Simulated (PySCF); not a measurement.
Compound: C4H6O3S.
SMILES with atom numbers: `[CH2:1]=[CH:2][C@@H:3]1[CH2:4][O:5][S@@:6](=[O:7])[O:8]1` (hydrogens: H9, H10 on C1; H11 on C2; H12 on C3; H13, H14 on C4)

Cartesian coordinates in Å at the GFN2-xTB level; atoms count from 1:
```
atom  x, y, z in Å
C1     1.9823    0.4558   -0.3485
C2     1.2550   -0.3233    0.4285
C3    -0.1635   -0.0413    0.8400
C4    -1.1216   -1.0384    0.1405
O5    -1.4289   -0.4630   -1.0925
S6    -1.0153    1.1705   -1.1837
O7    -2.1842    1.9673   -1.3632
O8    -0.6201    1.2156    0.4386
H9     1.6088    1.3951   -0.7211
H10    2.9912    0.1959   -0.6167
H11    1.6438   -1.2547    0.8162
H12   -0.2560   -0.1017    1.9307
H13   -2.0410   -1.1653    0.7256
H14   -0.6512   -2.0129   -0.0165
```

PySCF closed-shell single points with density fitting, gas phase. The input was altered on purpose; the results of an altered input aren't properties of the species above.

Task: What comes out at PBE0/def2-SVP with: start guess 1e, at most 93 cycles, all coordinates scaled by 0.9?

Result: E = -778.5466 Eh; HOMO -6.85 eV, LUMO 0.89 eV (gap 7.74 eV), in 17 cycles. The distance C1···C2 goes from 1.319 to 1.187 Å, the nuclear repulsion from 499.09 to 554.55 Eh (it goes as one over the scale factor).

Coordinates of the altered input:
```
atom  x, y, z in Å
C1     1.7841    0.4102   -0.3137
C2     1.1295   -0.2910    0.3857
C3    -0.1471   -0.0372    0.7560
C4    -1.0095   -0.9346    0.1264
O5    -1.2860   -0.4167   -0.9833
S6    -0.9137    1.0535   -1.0653
O7    -1.9658    1.7706   -1.2269
O8    -0.5581    1.0940    0.3947
H9     1.4479    1.2556   -0.6490
H10    2.6921    0.1763   -0.5551
H11    1.4795   -1.1292    0.7346
H12   -0.2304   -0.0916    1.7376
H13   -1.8369   -1.0488    0.6531
H14   -0.5860   -1.8116   -0.0148
```

The SCF part of the output:
```
final grid: 122440 points
cycle   1  E = -361.6699797748  dE =  3.109e+02  |g| = 2.168e+01  |ddm| = 5.202e+02
cycle   2  E = -524.6716104098  dE = -1.630e+02  |g| = 1.419e+01  |ddm| = 5.224e+02
cycle   3  E = -655.3589186203  dE = -1.307e+02  |g| = 1.601e+01  |ddm| = 6.396e+01
cycle   4  E = -768.6046420882  dE = -1.132e+02  |g| = 5.681e+00  |ddm| = 5.304e+01
cycle   5  E = -760.6792184313  dE =  7.925e+00  |g| = 7.576e+00  |ddm| = 2.886e+01
cycle   6  E = -778.1273947264  dE = -1.745e+01  |g| = 1.463e+00  |ddm| = 2.006e+01
cycle   7  E = -778.2195083170  dE = -9.211e-02  |g| = 1.327e+00  |ddm| = 2.865e+00
cycle   8  E = -778.5295239867  dE = -3.100e-01  |g| = 2.777e-01  |ddm| = 1.617e+00
cycle   9  E = -778.5436483978  dE = -1.412e-02  |g| = 1.150e-01  |ddm| = 3.628e-01
cycle  10  E = -778.5457223350  dE = -2.074e-03  |g| = 6.282e-02  |ddm| = 1.658e-01
cycle  11  E = -778.5464568964  dE = -7.346e-04  |g| = 2.950e-02  |ddm| = 1.076e-01
cycle  12  E = -778.5466434150  dE = -1.865e-04  |g| = 4.453e-03  |ddm| = 4.430e-02
cycle  13  E = -778.5466473501  dE = -3.935e-06  |g| = 1.236e-03  |ddm| = 7.391e-03
cycle  14  E = -778.5466476639  dE = -3.138e-07  |g| = 2.937e-04  |ddm| = 1.734e-03
cycle  15  E = -778.5466476781  dE = -1.424e-08  |g| = 1.271e-04  |ddm| = 4.499e-04
cycle  16  E = -778.5466476817  dE = -3.575e-09  |g| = 2.878e-05  |ddm| = 1.726e-04
cycle  17  E = -778.5466476819  dE = -1.614e-10  |g| = 8.697e-06  |ddm| = 4.185e-05
converged SCF energy = -778.5466476819
```
